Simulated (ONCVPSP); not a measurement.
chromium (Cr): one change to an ONCV potential, before and after

ONCVPSP 4.0.1 input, shortened (lines: element, Z, core and valence counts, functional; n l f; lmax; l rc ep ncon nbas qcut; lloc lpopt rc5 dvloc0; l nproj debl; icmod fcfact rcfact), PBEsol, scalar-relativistic:

```
  Cr 24.00    3    4  -116133      upf
    1    0    2.00
    2    0    2.00
    2    1    6.00
    3    0    2.00
    3    1    6.00
    3    2    5.00
    4    0    0.75
    2
    0    1.80    0.00    4    7    6.50
    1    1.00    0.00    4    7    7.30
    2    1.15    0.00    5   10   11.80
    4    5    0.90    4.00
    0    2    3.50
    1    2    2.90
    2    1    1.00
    3    5.75    1.35
```

All-electron outer shells of the reference configuration (PBEsol, scalar-relativistic, ld1.x):

| shell | level (eV) | outermost node (bohr) | outermost maximum (bohr) |
| --- | --- | --- | --- |
| 2p | -561.83 | – | 0.20 |
| 3s | -75.36 | 0.36 | 0.78 |
| 3p | -46.94 | 0.33 | 0.80 |
| 4s | -5.41 | 1.12 | 2.71 |
| 3d | -4.52 | – | 0.84 |

Change: s: qcut 5.2; p: qcut 5.8; d: qcut 9.4.

Cutoffs: the cutoffs (Ha) at which the residual kinetic energy of the hardest occupied pseudo-wave falls to 1 and 0.1 mHa per electron; they do not see the model core or the augmentation charge, which bear on the density cutoff. Errors are all-electron minus pseudo energies relative to the spin-unpolarised reference configuration.

How do hardness, ghosts and transferability respond?

The potential gets harder (61 Ha and 123 Ha → 175 Ha and 279 Ha); of the 3 tests that both files solve, the error grows in 1 and shrinks in 0 by more than 15 % and 0.3 meV (median size 0.1 → 0.1 meV); neither file shows a bound ghost.

```csv
quantity,base,changed
"cutoff, loose",61 Ha,175 Ha
"cutoff, tight",123 Ha,279 Ha
loose cutoff by channel,"s 10 Ha, p 25 Ha, d 61 Ha","s 10 Ha, p 40 Ha, d 175 Ha"
bound ghosts,none,none
GHOST(+) flags under 300 eV,none,none
tests with a reliable result,3 of 4,3 of 4
"error for 3s2 3p6 3d5 4s1, meV [ΔE -1.18 eV]",-0.1,-0.1
"error for 3s2 3p6 3d5 4s0, meV [ΔE 5.70 eV]",0.0,0.0
"error for 3s2 3p6 3d4 4s0, meV [ΔE 21.71 eV]",-1.5,-2.2
s: phases at 1.83 bohr within 0.05 rad from the reference energy up to (Ha; the scan ends near 5),to the end of the scan,4.9
p: phases at 1.01 bohr within 0.05 rad from the reference energy up to (Ha; the scan ends near 5),to the end of the scan,to the end of the scan
d: phases at 1.17 bohr within 0.05 rad from the reference energy up to (Ha; the scan ends near 5),4.0,3.7
"rms error of d²Exc/dni dnj with the model core, mHa",1.29,1.36
```
